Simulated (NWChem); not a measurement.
System meant: C$_{2}$H$_{5}$BO$_{2}$; SMILES C=CB(O)O

Input file for NWChem:

```
start job
memory heap 200 mb stack 900 mb global 1100 mb
geometry units angstroms noautoz
  B     -0.009189    -0.507220     0.000663
  C     -0.660853     0.914251     0.002270
  C      0.058570     2.044512    -0.001695
  H     -1.750400     1.009537     0.006397
  H     -0.397206     3.033413    -0.000946
  H      1.146004     2.015656    -0.005865
  O      1.354246    -0.621134     0.000663
  H      1.617545    -1.554020    -0.000966
  O     -0.745796    -1.670749    -0.001016
  H     -1.697914    -1.503628    -0.001225
end
basis spherical
  * library def2-svp
end
dft
  odft
  mult 2
  xc pbe0
  iterations 150
  mulliken
end
task dft energy
```

End of the output:

```
 Summary of "ao basis" -> "" (spherical)
 ------------------------------------------------------------------------------
       Tag                 Description            Shells   Functions and Types
 ---------------- ------------------------------  ------  ---------------------
 *                          def2-svp                  on all atoms

                                 NWChem DFT Module
                                 -----------------

 Summary of "ao basis" -> "ao basis" (spherical)
 ------------------------------------------------------------------------------
       Tag                 Description            Shells   Functions and Types
 ---------------- ------------------------------  ------  ---------------------
 B                          def2-svp                 6       14   3s2p1d
 C                          def2-svp                 6       14   3s2p1d
 H                          def2-svp                 3        5   2s1p
 O                          def2-svp                 6       14   3s2p1d

 Summary of "ao basis" -> "ao basis" (spherical)
 ------------------------------------------------------------------------------
       Tag                 Description            Shells   Functions and Types
 ---------------- ------------------------------  ------  ---------------------
 B                          def2-svp                 6       14   3s2p1d
 C                          def2-svp                 6       14   3s2p1d
 H                          def2-svp                 3        5   2s1p
 O                          def2-svp                 6       14   3s2p1d

  number of electrons :                   38
  multiplicity        :                    2
 ------------------------------------------------------------------------
  no. of electrons and multiplicity not compatible                  38
 ------------------------------------------------------------------------
 ------------------------------------------------------------------------
  current input line :
    25: task dft energy
 ------------------------------------------------------------------------
 ------------------------------------------------------------------------
 There is an error in the input file
 ------------------------------------------------------------------------
 For more information see the NWChem manual at https://nwchemgit.github.io

0: no. of electrons and multiplicity not compatible:Received an Error in Communication
```

Task: Can this run be used? If not, why, and what is the fix?

Result: The input was rejected before any calculation. Cause: the multiplicity doesn't fit the number of electrons (an even count wants an odd multiplicity, and the reverse). This input runs:
```
start job
memory heap 200 mb stack 900 mb global 1100 mb
geometry units angstroms noautoz
  B     -0.009189    -0.507220     0.000663
  C     -0.660853     0.914251     0.002270
  C      0.058570     2.044512    -0.001695
  H     -1.750400     1.009537     0.006397
  H     -0.397206     3.033413    -0.000946
  H      1.146004     2.015656    -0.005865
  O      1.354246    -0.621134     0.000663
  H      1.617545    -1.554020    -0.000966
  O     -0.745796    -1.670749    -0.001016
  H     -1.697914    -1.503628    -0.001225
end
basis spherical
  * library def2-svp
end
dft
  xc pbe0
  iterations 150
  mulliken
end
task dft energy
```
It converges to -254.13120 Ha (PBE0/def2-SVP).
